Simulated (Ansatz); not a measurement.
Steps of a relaxation of `C[Si]1([SiH3])CC1` with RKS PBE0-D4/def2-TZVP.

```sh
$ ansatz run in.yaml --threads 4 --pin off --events-out ev --progress --plain --max-ram 10444MiB
```

```yaml
crystal:
  periodic: [false, false, false]
  atoms:
    - {symbol: C, position_ang: [-2.045390, 0.032165, 0.331968]}
    - {symbol: Si, position_ang: [-0.178955, -0.034425, 0.053451]}
    - {symbol: Si, position_ang: [1.071175, -1.728685, 1.044845]}
    - {symbol: C, position_ang: [0.719331, 1.587286, -0.302678]}
    - {symbol: C, position_ang: [0.507368, 0.700083, -1.544208]}
    - {symbol: H, position_ang: [-2.287555, 0.126696, 1.410072]}
    - {symbol: H, position_ang: [-2.465889, 0.912089, -0.195803]}
    - {symbol: H, position_ang: [-2.546337, -0.877892, -0.056324]}
    - {symbol: H, position_ang: [0.972193, -1.699339, 2.549020]}
    - {symbol: H, position_ang: [0.636508, -3.098678, 0.589057]}
    - {symbol: H, position_ang: [2.514068, -1.532560, 0.657346]}
    - {symbol: H, position_ang: [1.757170, 1.730413, 0.043625]}
    - {symbol: H, position_ang: [0.126383, 2.517401, -0.251040]}
    - {symbol: H, position_ang: [1.408681, 0.253992, -1.998416]}
    - {symbol: H, position_ang: [-0.210753, 1.060755, -2.301515]}
basis:
  gaussian: {orbitals: def2-TZVP}
hamiltonian: {xc: pbe0, dispersion: d4}
relax: {f_tol: 0.005, max_steps: 150}
```

Positions (Å) and forces (eV/Å) along the path, 5 of 5 steps:

```xyz
15
step=1 energy=-19019.9636 eV
C    -2.045    0.032    0.332   -0.220    0.011    0.040
Si   -0.179   -0.034    0.053    0.088    0.474   -0.359
Si    1.071   -1.729    1.045    0.144   -0.166    0.093
C     0.719    1.587   -0.303   -0.013    0.088    0.200
C     0.507    0.700   -1.544   -0.039   -0.171   -0.135
H    -2.288    0.127    1.410    0.122   -0.046   -0.527
H    -2.466    0.912   -0.196    0.199   -0.422    0.250
H    -2.546   -0.878   -0.056    0.257    0.445    0.189
H     0.972   -1.699    2.549    0.014    0.003   -0.319
H     0.637   -3.099    0.589    0.083    0.298    0.089
H     2.514   -1.533    0.657   -0.308   -0.038    0.080
H     1.757    1.730    0.044   -0.569   -0.093   -0.221
H     0.126    2.517   -0.251    0.328   -0.496   -0.065
H     1.409    0.254   -1.998   -0.483    0.273    0.259
H    -0.211    1.061   -2.302    0.397   -0.160    0.426
15
step=2 energy=-19020.0206 eV
C    -2.034    0.031    0.331   -0.018   -0.004    0.007
Si   -0.179   -0.034    0.053    0.059    0.327   -0.241
Si    1.067   -1.720    1.039    0.040   -0.055    0.033
C     0.714    1.576   -0.297   -0.056   -0.037    0.103
C     0.503    0.692   -1.534   -0.046   -0.109    0.020
H    -2.273    0.127    1.397    0.037   -0.014   -0.147
H    -2.454    0.898   -0.194    0.059   -0.119    0.070
H    -2.526   -0.873   -0.049    0.071    0.123    0.052
H     0.964   -1.686    2.529    0.006   -0.005   -0.075
H     0.630   -3.074    0.584    0.023    0.068    0.025
H     2.496   -1.525    0.655   -0.073   -0.011    0.020
H     1.741    1.716    0.037   -0.158   -0.032   -0.052
H     0.134    2.500   -0.259    0.091   -0.144   -0.006
H     1.397    0.261   -1.982   -0.140    0.066    0.071
H    -0.201    1.061   -2.282    0.103   -0.056    0.123
15
step=3 energy=-19020.0284 eV
C    -2.024    0.032    0.327    0.016   -0.004    0.001
Si   -0.177   -0.026    0.048    0.006    0.033   -0.025
Si    1.063   -1.715    1.037    0.005   -0.005    0.002
C     0.710    1.572   -0.293   -0.019   -0.008    0.056
C     0.497    0.689   -1.530   -0.014   -0.060   -0.003
H    -2.260    0.130    1.389   -0.006    0.001    0.011
H    -2.446    0.892   -0.198   -0.011    0.009   -0.006
H    -2.510   -0.870   -0.048   -0.006   -0.009   -0.002
H     0.962   -1.684    2.522   -0.003    0.005    0.008
H     0.628   -3.065    0.584   -0.005   -0.005   -0.007
H     2.488   -1.522    0.654    0.012   -0.002   -0.001
H     1.733    1.707    0.040    0.015    0.003   -0.008
H     0.134    2.492   -0.254    0.001    0.016   -0.012
H     1.386    0.258   -1.977    0.014    0.011   -0.008
H    -0.205    1.057   -2.272   -0.005    0.015   -0.008
15
step=4 energy=-19020.0287 eV
C    -2.024    0.030    0.328   -0.004    0.001   -0.002
Si   -0.177   -0.025    0.047    0.000    0.005   -0.002
Si    1.063   -1.714    1.037    0.001   -0.003    0.003
C     0.710    1.572   -0.290   -0.004    0.001   -0.002
C     0.497    0.687   -1.530   -0.005    0.005   -0.001
H    -2.260    0.132    1.389    0.002   -0.003    0.000
H    -2.451    0.887   -0.200    0.003    0.000   -0.001
H    -2.508   -0.875   -0.044    0.002   -0.002    0.003
H     0.958   -1.681    2.522    0.002    0.000    0.000
H     0.624   -3.063    0.582    0.001    0.000   -0.001
H     2.489   -1.524    0.656   -0.001   -0.004    0.003
H     1.735    1.706    0.039    0.003   -0.005    0.000
H     0.139    2.495   -0.255   -0.001    0.002   -0.007
H     1.388    0.264   -1.982    0.004   -0.003    0.005
H    -0.206    1.058   -2.270   -0.002    0.008    0.001
15
step=5 energy=-19020.0288 eV
C    -2.024    0.029    0.328    0.000   -0.003    0.004
Si   -0.177   -0.023    0.046    0.000    0.000   -0.002
Si    1.062   -1.714    1.037    0.001    0.000   -0.001
C     0.711    1.573   -0.291    0.001    0.004    0.001
C     0.496    0.689   -1.531    0.002   -0.003   -0.002
H    -2.259    0.131    1.390    0.000    0.000    0.000
H    -2.453    0.883   -0.201   -0.001    0.001   -0.001
H    -2.506   -0.879   -0.041    0.001    0.000    0.000
H     0.956   -1.681    2.522   -0.001    0.001    0.000
H     0.623   -3.062    0.582   -0.001    0.001    0.000
H     2.489   -1.527    0.659    0.000   -0.001    0.001
H     1.736    1.704    0.038   -0.001    0.000   -0.001
H     0.143    2.498   -0.257   -0.001   -0.001    0.001
H     1.387    0.264   -1.982    0.000    0.000    0.000
H    -0.206    1.063   -2.271    0.000    0.000    0.002
```

Hardware: 4 threads of an AMD EPYC 7R13 on a shared host. Wall time 20 s, peak host memory 0.7 GiB.
